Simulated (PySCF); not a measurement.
Compound: GeH₄S.
SMILES: `[SH][GeH3]`

Computed with PySCF, PBE0-D3(BJ)/def2-SVP geometry optimisation, gas phase.

Masses are those of the commonest isotopes; rigid-rotor values at the optimised geometry. 

Task: Give the principal moments of inertia and the rotational constants in MHz.

Result: Ia = 8.17, Ib = 121.21, Ic = 123.00 u·Å²; 505379 MHz·u·Å²/I gives A = 61869, B = 4169, C = 4109 MHz.

Task: Classify the top.

Result: A near-prolate asymmetric top; Ray's κ = -0.998.

Task: Is it planar, by Δ = Ic − Ia − Ib?

Result: Not planar: Δ = Ic − Ia − Ib = -6.38 u·Å². For a rigid frame Δ = −2 Σ m c², so Σ m c² = 3.19 u·Å² lies off the ab plane, practically all of it from hydrogen. The atom farthest from that plane is 1.26 Å away.

Task: Give the coordinates in the principal-axis frame, origin at the centre of mass.

Result: The sense of each axis is arbitrary; atoms in the order of the calculation.
```json
{"atom": "S1", "mass (u)": "31.972", "a (Å)": "1.574", "b (Å)": "-0.042", "c (Å)": "0.000"}
{"atom": "Ge2", "mass (u)": "73.921", "a (Å)": "-0.657", "b (Å)": "0.001", "c (Å)": "0.000"}
{"atom": "H3", "mass (u)": "1.008", "a (Å)": "1.702", "b (Å)": "1.303", "c (Å)": "0.000"}
{"atom": "H4", "mass (u)": "1.008", "a (Å)": "-1.186", "b (Å)": "0.701", "c (Å)": "1.264"}
{"atom": "H5", "mass (u)": "1.008", "a (Å)": "-1.082", "b (Å)": "-1.474", "c (Å)": "-0.012"}
{"atom": "H6", "mass (u)": "1.008", "a (Å)": "-1.187", "b (Å)": "0.722", "c (Å)": "-1.252"}
```

Task: Which types of transition are allowed, and where do some lines up to J = 2 fall?

Result: The dipole components are |μa| = 1.03 D, |μb| = 0.93 D, |μc| = 0.00 D; the mirror of this Cs structure is the ab plane, so μc vanishes by symmetry and there are no c-type lines. Intensities carry the squares of the components, which stand as 1.00 : 0.82 (a : b). Some lines, for components of 0.1 D or more:

| type | branch | J(Ka,Kc) | MHz | lower level (cm⁻¹) |
| --- | --- | --- | --- | --- |
| a | R | 1(0,1) ← 0(0,0) | 8278 | 0.000 |
| a | R | 2(1,2) ← 1(1,1) | 16496 | 2.201 |
| a | R | 2(0,2) ← 1(0,1) | 16557 | 0.276 |
| a | R | 2(1,1) ← 1(1,0) | 16617 | 2.203 |
| b | Q | 1(1,0) ← 1(0,1) | 57760 | 0.276 |
| b | Q | 2(1,1) ← 2(0,2) | 57821 | 0.828 |
| b | R | 1(1,1) ← 0(0,0) | 65978 | 0.000 |
| b | R | 2(1,2) ← 1(0,1) | 74196 | 0.276 |
| b | Q | 2(2,0) ← 2(1,1) | 173099 | 2.757 |
| b | Q | 2(2,1) ← 2(1,2) | 173281 | 2.751 |
| b | R | 2(2,1) ← 1(1,0) | 189716 | 2.203 |
| b | R | 2(2,0) ← 1(1,1) | 189777 | 2.201 |

Task: Estimate the classical rotational partition function at 25 K, 100 K and 200 K.

Result: Point group Cs, symmetry number σ = 1; q = (√π/σ)·√((kT/h)³/(ABC)), k/h = 20836.6 MHz/K: 647 at 25 K, 5180 at 100 K, 14600 at 200 K.

Not checked by PBE0-D3(BJ)/def2-SVP frequencies. These are rigid-rotor constants of the computed structure; measured ground-state constants (B0) also hold zero-point vibration. A rigid rotor knows nothing of internal rotation, which can split or shift real lines.

On an AMD EPYC 7B13 with one thread, shared host with 64 logical CPUs at a one-minute load of 25, this took 5.8 s wall and 0.31 GiB of memory at its peak. That covers the optimisation of the geometry.
